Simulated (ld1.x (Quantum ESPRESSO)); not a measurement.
**helium: one change to a TM potential, before and after**

- Element: He
- Generator: ld1.x (Quantum ESPRESSO) 7.5
- Type: norm-conserving Troullier–Martins (Kleinman–Bylander form)
- Functional: PBE
- Relativity: scalar-relativistic
- Frozen core: none
- Valence charge: 2
- Reference configuration: 1s2
- Partial waves: 2p channel at 0.1 Ry: rc 0.45 bohr; 1s (bound): rc 0.50 bohr
- Local potential: the s channel
- Core correction: none

Change: wave 1s (bound): rc 0.50 bohr becomes 1s (bound): rc 0.66 bohr.

Cutoffs: the cutoffs (Ry, on a coarse ladder) from which the occupation-weighted sum of valence levels, in a spherical-Bessel basis at the reference potential, stays within 10 and 1 mRy of its value at 400 Ry; they do not see the model core or the augmentation charge, which bear on the density cutoff. Errors are all-electron minus pseudo energies relative to the spin-unpolarised reference configuration.

What does the change do?

The potential gets softer (180 Ry and 230 Ry → 120 Ry and 180 Ry); neither file shows a bound ghost. A larger radius leaves more room for a smooth pseudo-wave, so fewer plane waves are needed.

```csv
quantity,base,changed
"cutoff, loose",180 Ry,120 Ry
"cutoff, tight",230 Ry,180 Ry
bound ghosts,none,none
"error for 1s1, meV [ΔE 26.96 eV]",+1.4,+7.9
"error for 1s1.5, meV [ΔE 10.55 eV]",-0.2,+0.7
```
